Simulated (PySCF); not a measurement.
# Electron correlation in Mo³²⁺ (molybdenum, charge +32)

Starting occupation: [Ne]. All numbers are calculated (PySCF 2.14, X2C-1e with screened-nucleus spin-orbit coupling, Gaussian nucleus, in an even-tempered Gaussian basis (18 s from 2.9 bohr⁻², ratio 2.6; 13 p from 3.8 bohr⁻², ratio 2.6; 6 d from 3.9 bohr⁻², ratio 2.8; 3 f from 97 bohr⁻², ratio 2.8)). Frozen: 1s2; 8 electrons correlated; the 56 highest virtual spinors left out.

MP2 pair energies summed by pair of shells (mhartree):

```json
{"pair": "2p1/2-2p3/2", "energy": "-99.54", "share (%)": "33.4"}
{"pair": "2p3/2-2p3/2", "energy": "-94.59", "share (%)": "31.8"}
{"pair": "2p3/2-2s1/2", "energy": "-45.57", "share (%)": "15.3"}
{"pair": "2p1/2-2s1/2", "energy": "-23.20", "share (%)": "7.8"}
{"pair": "2p1/2-2p1/2", "energy": "-22.86", "share (%)": "7.7"}
{"pair": "2s1/2-2s1/2", "energy": "-11.88", "share (%)": "4.0"}
```

Total MP2 correlation energy: -297.64 mhartree.

The virtual space was cut to 44 spinors, which keep -229.34 of the -297.64 mhartree of MP2 correlation.

```
  level  correlation energy (mhartree)
   CCSD                        -230.66
    (T)                          -0.03
CCSD(T)                        -230.69
```

Diagnostics: T1 = 6.6e-05, largest double amplitude 0.003.

Cost of the coupled-cluster step: roughly 7 core-seconds, for 8 occupied and 44 virtual spinors.

Iterations:

```
Init t2, MP2 energy = -0.229343175988798
CCSD nocc = 8, nmo = 52
Init t2, MP2 energy = -0.229343175988798
Init E_corr(GCCSD) = -0.229343175988798
cycle = 1  E_corr(GCCSD) = -0.230626236453589  dE = -0.00128306046  norm(t1,t2) = 0.000382462
cycle = 2  E_corr(GCCSD) = -0.230661779236066  dE = -3.55427825e-05  norm(t1,t2) = 1.51932e-05
cycle = 3  E_corr(GCCSD) = -0.230662976203558  dE = -1.19696749e-06  norm(t1,t2) = 7.60083e-07
cycle = 4  E_corr(GCCSD) = -0.230662970122943  dE = 6.08061446e-09  norm(t1,t2) = 5.69566e-09
GCCSD converged
E(GCCSD) = -3240.951418420177  E_corr = -0.2306629701229433
```

The coupled-cluster values are those of the cut space; adding the MP2 remainder, -68.30 mhartree, estimates the full space.

At this charge the one-electron X2C treatment keeps the bare 1/r₁₂, with no two-electron picture change or Breit term. The effect here is smaller than on the frozen 1s shell.
